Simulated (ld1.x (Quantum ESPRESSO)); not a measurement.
What the settings do to the PAW potential of calcium

Base potential:

ld1.x (Quantum ESPRESSO) 7.5 input, shortened:

```
&input
   title='Ca', zed=20., rel=1, dft='PBE', iswitch=3,
   config='[Ar] 3d0 4s1.5 4p0'
 /
 &inputp
   pseudotype=3, lpaw=.true., tm=.true., lloc=-1, rcloc=2.20,
   nlcc=.true., rcore=2.25,
   which_augfun='BESSEL', rmatch_augfun=1.95
 /
6
3S  1  0   2.00   0.00  2.05  2.50  0.0
4S  2  0   1.50   0.00  2.05  2.50  0.0
3P  2  1   6.00   0.00  2.40  2.55  0.0
4P  3  1   0.00   0.00  2.40  2.55  0.0
3D  3  2   0.00   0.00  2.60  2.85  0.0
3D  3  2   0.00   4.10  2.60  2.85  0.0
 &test
   configts(1)='3s2 3p6 3d0 4s1.5 4p0'
 /
```

Cutoffs, loose and tight: the cutoffs (Ry, on a coarse ladder) from which the occupation-weighted sum of valence levels, in a spherical-Bessel basis at the reference potential, stays within 10 and 1 mRy of its value at 400 Ry. They do not see the model core or the augmentation charge, which bear on the density cutoff. Test errors are all-electron minus pseudo excitation energies from the reference, over the configurations 3s2 3p6 3d0 4s2 4p0; 3s2 3p6 3d0 4s1 4p0; 3s2 3p6 3d0 4s0 4p0; 3s2 3p5 3d0 4s2 4p0; 3s2 3p6 3d1 4s0 4p0; 3s2 3p6 3d0.5 4s1.5 4p0; 3s2 3p6 3d1 4s1 4p0. A dash means not determined; rows that change the core or the reference have their own tests. The largest error is taken over the tests solved by every variant that gives reliable tests at all: 3s2 3p6 3d0 4s0 4p0; 3s2 3p6 3d0 4s1 4p0; 3s2 3p6 3d0 4s2 4p0.

Cutoffs are not given where the Bessel-basis levels miss the radial ones by over 6 mRy, ghosts where they miss by over 20 mRy; a channel whose overlap is not positive is not tested.

On the changes marked as counting shells twice: ld1.x takes every shell without a wave as core, so the model core holds the marked electrons as well and exchange and correlation see them twice. This cancels in the reference configuration, but the file is broken for other ones, and its errors say nothing about a proper core correction.

A file whose overlap is not positive is unfit for use, and its test errors describe a broken file.

| change | outcome | cutoff, loose | cutoff, tight | bound ghosts | largest test error (meV) |
| --- | --- | --- | --- | --- | --- |
| base | generated, overlap not positive | – | – | not determined (overlap not positive) | -16 |
| waves 3s (bound): rcut 2.05, rcutus 2.42 bohr; 4s (bound): rcut 2.05, rcutus 2.42 bohr | generated, overlap not positive | – | – | not determined (overlap not positive) | -16 |
| wave 3d channel at 4.1 Ry: rcut 2.60, rcutus 2.85 bohr becomes 3d channel at 1.14 Ry: rcut 2.60, rcutus 2.85 bohr | generated, overlap not positive | – | – | not determined (overlap not positive) | -16 |
| local potential all-electron potential smoothed inside 2.50 bohr (lloc = -1) | generated | 15 Ry | 25 Ry | none | +13 |
| type RRKJ; waves now 3s (bound): rc 2.50 bohr; 3p (bound): rc 2.55 bohr; 3d (bound): rc 2.85 bohr; local potential all-electron potential smoothed inside 2.10 bohr (lloc = -2); core correction full core density, not smoothed (it rises at the typed radius of 2.25 bohr, so ld1.x skipped the fit) (4s counted twice) | generated | 21 Ry | 25 Ry | none | -688 |
| core correction a·sin(br)/r model core inside 3.02 bohr | generated, overlap not positive | – | – | not determined (overlap not positive) | -16 |
| all radii but the core radius scaled by about 1.17 (s 2.92, p 2.98, d 3.32 bohr, rcut 2.40/2.80/3.04); local potential all-electron potential smoothed inside 2.56 bohr (lloc = -1); augmentation BESSEL, radius 2.28 bohr | generated, overlap not positive | – | – | not determined (overlap not positive) | test run stopped at test 1 of 7 (negative rho) |
| local potential all-electron potential smoothed inside 3.16 bohr (lloc = -1) | generated | 15 Ry | 25 Ry | none | test run stopped at test 1 of 7 (negative rho) |
